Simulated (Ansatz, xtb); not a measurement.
**C6H7Cl: which of two isomers lies lower**

Structure I: `ClC1=CC[C@@H]2C[C@H]12`, a singlet. Structure II: `Cl[C@@]12CC=C[C@@H]1C2`, a singlet. Both are isolated molecules in the gas phase, relaxed with B3LYP/def2-SVP; the shapes shown needn't be the lowest conformers.

I (Å):

```xyz
14

C    -1.0018    0.3303   -0.7130
C    -2.2618   -0.1157   -0.5938
C    -2.2932   -1.6294   -0.5671
C    -0.8144   -2.0335   -0.5651
C     0.0597   -1.5771    0.5715
C     0.0136   -0.7627   -0.7047
Cl   -0.5133    1.9966   -0.8102
H    -3.1461    0.5172   -0.5071
H    -2.8149   -2.0313   -1.4552
H    -2.8355   -2.0201    0.3133
H    -0.5231   -2.9413   -1.0997
H     0.9672   -2.1582    0.7601
H    -0.4041   -1.1508    1.4671
H     0.8991   -0.6824   -1.3410
```

II (Å):

```yaml
atoms:
  - { symbol: C, position_ang: [-0.4355, -0.2876, -0.4616] }
  - { symbol: C, position_ang: [-0.0102, -1.5228, 0.3348] }
  - { symbol: C, position_ang: [-1.3083, -2.2803, 0.5211] }
  - { symbol: C, position_ang: [-2.3629, -1.6072, 0.0348] }
  - { symbol: C, position_ang: [-1.9448, -0.3287, -0.6168] }
  - { symbol: C, position_ang: [-1.0268, -0.4672, -1.8257] }
  - { symbol: Cl, position_ang: [0.4313, 1.2252, -0.1040] }
  - { symbol: H, position_ang: [0.4258, -1.2248, 1.3045] }
  - { symbol: H, position_ang: [0.7615, -2.1108, -0.1924] }
  - { symbol: H, position_ang: [-1.3530, -3.2603, 1.0023] }
  - { symbol: H, position_ang: [-3.4015, -1.9439, 0.0754] }
  - { symbol: H, position_ang: [-2.5557, 0.5745, -0.5319] }
  - { symbol: H, position_ang: [-0.9627, 0.3949, -2.4946] }
  - { symbol: H, position_ang: [-0.9447, -1.4449, -2.3129] }
```

Problem. Estimate E(II) − E(I) at the level CCSD(T)/def2-SVP + ΔMP2/def2-TZVPP.

Solution. Not settled: CCSD(T)/def2-SVP + ΔMP2/def2-TZVPP gives E(II) − E(I) = +1.23 kcal/mol, but this leans on the basis-set step: CCSD(T) alone gives +0.69 kcal/mol.

The same difference at several levels:

```csv
level,geometry,E(II) − E(I) (kcal/mol),departure from the last row (kcal/mol),"job, with rough time for the two"
GFN2-xTB,GFN2-xTB,+3.35,+2.12,"optimisation, 0.14 s"
HF/STO-3G,GFN2-xTB,+1.49,+0.26,"single point, 0.4 s"
r2SCAN-D4/def2-SVP,GFN2-xTB,+1.77,+0.54,"single point, 4.2 s"
B3LYP/def2-SVP,B3LYP/def2-SVP,+1.80,+0.57,"optimisation, 32 s"
HF/def2-SVP,B3LYP/def2-SVP,+0.74,−0.49,part of the CCSD(T) run
MP2/def2-SVP,B3LYP/def2-SVP,+1.06,−0.17,part of the CCSD(T) run
CCSD(T)/def2-SVP,B3LYP/def2-SVP,+0.69,−0.54,single point
CCSD(T)/def2-SVP + ΔMP2/def2-TZVPP,B3LYP/def2-SVP,+1.23,,"single point, 68 s"
```

As drawn, both hold the same kinds of bond in the same numbers.

The largest departure from CCSD(T)/def2-SVP + ΔMP2/def2-TZVPP is that of GFN2-xTB, 2.12 kcal/mol. The last row adds to CCSD(T) the change of the MP2 difference between the two basis sets, here +0.54 kcal/mol.

With thermal terms from frequencies at re-optimised GFN2-xTB minima (ideal gas, soft modes damped towards free rotors, one conformer each, 298.15 K, 1 atm): the zero-point term adds −0.34 kcal/mol; ΔH is +0.89 and ΔG +0.98 kcal/mol.

The correlated steps freeze 11 core orbitals. Run with Ansatz 0.2.0, xtb 6.7.1; the last row on 4 threads of Arm Neoverse V1 on a shared host.
